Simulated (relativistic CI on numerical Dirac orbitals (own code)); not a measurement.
# Line list: Electric-dipole lines, Au XV

Calculated at this level of theory: Dirac-Coulomb-Breit CI, separate exchange-only KLI orbitals for each configuration, QED by a radiative potential, unscaled Slater integrals (own radial code, finite nucleus).

Configuration list (outside the closed core [Kr] 4d10): 4f14 5s2 5p3, 4f14 5s 5p4, 4f14 5s2 5p2 5d, 4f13 5s2 5p4, 4f14 5s 5p3 5d, 4f14 5s2 5p2 5f, 4f14 5s2 5p2 5g, 4f13 5s2 5p3 5d, 4f14 5s 5p3 5f, 4f14 5s2 5p2 6s, 4f14 5p4 5d, 4f14 5s2 5p2 6p, 4f14 5s 5p2 5d2, 4f14 5s 5p3 5g, 4f14 5s2 5p 5d 5f, 4f13 5s2 5p3 6s, 4f14 5p4 6s, 4f14 5s2 5p2 6d, 4f14 5s 5p3 6s, 4f14 5p5, 4f13 5p6, 4f14 5s2 5p 5d2, 4f14 5s2 5d3, 4f14 5s 5p 5d3, 4f14 5s2 5d2 5f, 4f14 5s2 5d2 5g, 4f14 5p3 5d2, 4f14 5p2 5d3, 4f13 5p4 5d2, 4f14 5p2 5d2 5f, 4f14 5p2 5d2 5g, 4f14 5s2 5p 5f2, 4f14 5s2 5d 5f2, 4f14 5s 5p 5d 5f2, 4f14 5s2 5f3, 4f14 5s2 5f2 5g, 4f14 5s2 5p 5d 6s, 4f14 5s2 5d2 6s, 4f14 5s 5p 5d2 6s, 4f14 5s2 5d 5f 6s, 4f14 5s2 5d 5g 6s, 4f14 5s2 5p 6s2, 4f14 5s2 5d 6s2, 4f14 5s 5p 5d 6s2, 4f14 5s2 5f 6s2, 4f14 5s2 5g 6s2. Double excitations out of closed p, d and f shells are left out; levels of such configurations are missing from the list, as are those of other unlisted configurations, and high levels can miss mixing partners. Some configurations lack a partner that the ground configuration has and come out too high, among them 4f13 5s2 5p3 5d, 4f13 5s2 5p3 6s, 4f14 5s 5p3 5f, 4f14 5s2 5p2 6p, 4f14 5s 5p3 5g.

```tsv
λ vac (Å)	Lower	Upper	A (s⁻¹)	log gf	S velocity/length
134.53	4f13 5s2 5p4 2G°_9/2 [7]	4f13 5s2 5p3 5d 4G_11/2 [313]	3.37e+11	1.04	0.72
135.06	4f13 5s2 5p4 2F°_7/2 [9]	4f13 5s2 5p3 5d 4F_9/2 [312]	2.64e+11	0.86	0.74
135.08	4f13 5s2 5p4 4G°_11/2 [6]	4f13 5s2 5p3 5d 4H_13/2 [303]	5.21e+11	1.30	0.72
135.28	4f13 5s2 5p4 2G°_9/2 [16]	4f13 5s2 5p3 5d 2H_11/2 [362]	4.78e+11	1.20	0.73
137.85	4f14 5s2 5p3 2P°_3/2 [1]	4f14 5s2 5p2 5d 4D_5/2 [52]	1.52e+11	0.42	0.96
139.81	4f14 5s2 5p3 4S°_3/2 [2]	4f14 5s2 5p2 5d 2D_5/2 [65]	1.30e+11	0.36	0.97
140.09	4f14 5s2 5p3 4S°_3/2 [2]	4f14 5s2 5p2 5d 2D_3/2 [64]	2.38e+11	0.45	0.97
141.01	4f14 5s2 5p3 2D°_5/2 [3]	4f14 5s2 5p2 5d 2F_7/2 [66]	3.37e+11	0.91	0.97
141.05	4f14 5s2 5p3 2P°_3/2 [1]	4f14 5s2 5p2 5d 2D_3/2 [50]	3.33e+11	0.60	0.97
141.45	4f14 5s2 5p3 2P°_1/2 [4]	4f14 5s2 5p2 5d 2D_3/2 [68]	2.55e+11	0.49	0.97
142.74	4f14 5s2 5p3 2P°_3/2 [1]	4f14 5s2 5p2 5d 4P_5/2 [49]	1.87e+11	0.53	0.96
143.75	4f14 5s2 5p3 2D°_5/2 [3]	4f14 5s2 5p2 5d 2D_5/2 [65]	1.84e+11	0.53	0.97
165.51	4f14 5s2 5p3 4S°_3/2 [2]	4f14 5s2 5p2 5d 2D_5/2 [55]	1.83e+11	0.65	0.95
165.76	4f14 5s2 5p3 2P°_3/2 [5]	4f14 5s2 5p2 5d 2D_5/2 [83]	3.24e+11	0.90	0.96
169.68	4f14 5s2 5p3 2P°_3/2 [5]	4f14 5s2 5p2 5d 2D_3/2 [72]	2.08e+11	0.55	0.95
171.53	4f13 5s2 5p4 2G°_9/2 [7]	4f13 5s2 5p3 5d 2H_11/2 [138]	7.94e+10	0.62	0.66
174.42	4f13 5s2 5p4 2G°_9/2 [16]	4f13 5s2 5p3 5d 2I_11/2 [151]	1.00e+11	0.74	0.67
174.43	4f13 5s2 5p4 4G°_11/2 [6]	4f13 5s2 5p3 5d 4H_13/2 [131]	1.02e+11	0.81	0.67
176.61	4f14 5s2 5p3 2D°_5/2 [3]	4f14 5s2 5p2 5d 2G_7/2 [53]	1.06e+11	0.60	0.96
181.96	4f14 5s2 5p3 2P°_3/2 [1]	4f14 5s2 5p2 5d 4F_5/2 [22]	6.45e+10	0.28	0.95
```

Terms are leading LS components. Brackets give the number of a level in order of energy, since labels repeat. The list gives strong lines, with weight on those to low levels, among the lowest 400 of 7566 levels, so that lines to higher ones, which can be the strongest, are missing. Levels whose partners in the same complex of configurations lie outside the list can be far off, and so can their lines. Rates are taken at the computed energies, electric ones in the length gauge. A velocity-to-length ratio far from 1 marks an uncertain rate.

At this charge transitions that keep the count of f electrons are usually good to a few per cent. Levels and lines within the n = 5 or 6 shells can be off by up to 10 % or somewhat more, and those that change n by about 2 %, since core polarisation is missing. Levels that differ in their count of f electrons can be misplaced by several ten thousand cm⁻¹, since the correlation energy of f electrons is missing or only estimated; rates across such gaps can be off by orders of magnitude.

LS names give the leading component of a level, which can be under half, so a name can repeat, a term be missing and a line seem to break the LS rules.
